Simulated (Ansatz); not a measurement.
C2H7OSi can be A, `C[Si](C)O`•, or B, `CC[SiH]O`•.

Program: Ansatz. Geometries: PBE0-D4/def2-TZVP. ΔE: electronic, gas phase. CCSD(T)/CBS is the MP2 limit (def2-TZVPP, def2-QZVPP) plus CCSD(T) − MP2 in def2-TZVPP, frozen cores. DFT in def2-TZVPP. B3LYP here is the variant with VWN-RPA as its local correlation; programs differ in this. No spin–orbit coupling; open shells (•) take unrestricted orbitals. Each species was taken in one conformer, which may not be the lowest.

Problem. Which is lower in electronic energy at CCSD(T)/CBS, and by how much? (Estimate.)

Solution. Computed: A, by 56.8 kJ/mol.

Problem. Give E(B) − E(A) in kJ/mol with LDA (SPW92), B3LYP-D4, CCSD/def2-TZVPP, MP2/def2-TZVPP, PBE-D4, BLYP-D4, B2PLYP. (An estimate is asked.)

Solution. Ansatz gave: LDA (SPW92) 55.2, B3LYP-D4 55.9, CCSD/def2-TZVPP 54.1, MP2/def2-TZVPP 57.0, PBE-D4 56.8, BLYP-D4 55.9, B2PLYP 56.0. None reverses the order clearly.

Problem. Does the order hold for the free energy at 298.15 K (harmonic terms from PBE0-D4)? (Estimate.)

Solution. Ansatz gave: Yes: G(B) − G(A) = +57.0 kJ/mol, for one conformer each.

Largest T1 diagnostic: 0.012.

Leaving LDA and LC-ωPBE aside and taking each functional with its dispersion term where it has one, the values, not all of them listed here, spread over 6.3 kJ/mol, from ωB97X-V to r2SCAN-D4. In def2-TZVPP, CCSD(T) changes the Hartree–Fock value by +3.9 kJ/mol (the triples alone add +0.6 kJ/mol) and MP2 by +6.2 kJ/mol.
